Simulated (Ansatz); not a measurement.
Consider the substitution at a C–C bond: `C#CC1[SiH2]S1` + `O[SiH3]` → `[SiH3]OC1[SiH2]S1` + `C#C`.

Program: Ansatz. Geometries: PBE0-D4/def2-TZVP. ΔE: electronic, gas phase. CCSD(T)/CBS is the MP2 limit (def2-TZVPP, def2-QZVPP) plus CCSD(T) − MP2 in def2-TZVPP, frozen cores. This one scheme is used for every species. Functionals use def2-TZVPP. Each species was taken in one conformer, which may not be the lowest.

`C#CC1[SiH2]S1`:

```xyz
9

C     0.098    2.174   -0.937
C     0.337    1.042   -0.610
C     0.600   -0.306   -0.227
Si   -0.636   -1.288    0.755
S     1.152   -0.577    1.550
H    -0.108    3.177   -1.224
H     1.229   -0.858   -0.920
H    -0.770   -2.735    0.480
H    -1.902   -0.629    1.133
```

`O[SiH3]`:

Z-matrix (Å, degrees):
```
Si
O 1 1.648
H 1 1.489 2 111.7
H 1 1.489 2 111.7 3 120.9
H 1 1.481 2 105.9 3 -119.6
H 2 0.957 1 117.9 3 -60.5
```

`[SiH3]OC1[SiH2]S1`:

```xyz
11

Si   -0.680    0.558   -1.651
O    -1.089    0.463   -0.053
C    -0.498   -0.481    0.777
Si    1.245   -0.284    1.412
S    -0.474   -0.019    2.569
H    -1.420    1.718   -2.195
H    -1.059   -0.686   -2.373
H     0.791    0.747   -1.785
H    -0.920   -1.478    0.646
H     2.111   -1.457    1.665
H     1.992    0.919    0.988
```

`C#C`:

Cartesian coordinates in Å:
```
C 0.492 -0.039 -0.339
C -0.492 0.039 0.339
H 1.367 -0.107 -0.942
H -1.367 0.107 0.942
```

```csv
level,ΔE (kcal/mol)
r2SCAN-D4,18.7
PBE0,19.8
HF/def2-QZVPP,18.7
MP2/def2-QZVPP,20.7
```

(1) What does CCSD(T)/CBS give? (Best estimate.)

Largest T1 diagnostic among the species: 0.014.

## Answers

(1) The calculation gave: +18.1 kcal/mol. The listed levels differ from it by 0.6, 1.7, 0.6, 2.6 kcal/mol.

From PBE to PBE0 (25 % exact exchange), in def2-TZVPP and without D4, ΔE moves by +0.8 kcal/mol. The D4 term adds −1.1 kcal/mol with B3LYP and −0.6 kcal/mol with PBE0; it sums over pairs of atoms, weighted by their polarisabilities, and B3LYP, whose exchange is more repulsive, gets the larger term.

B3LYP here is the variant with VWN-RPA as its local correlation; programs differ in this.
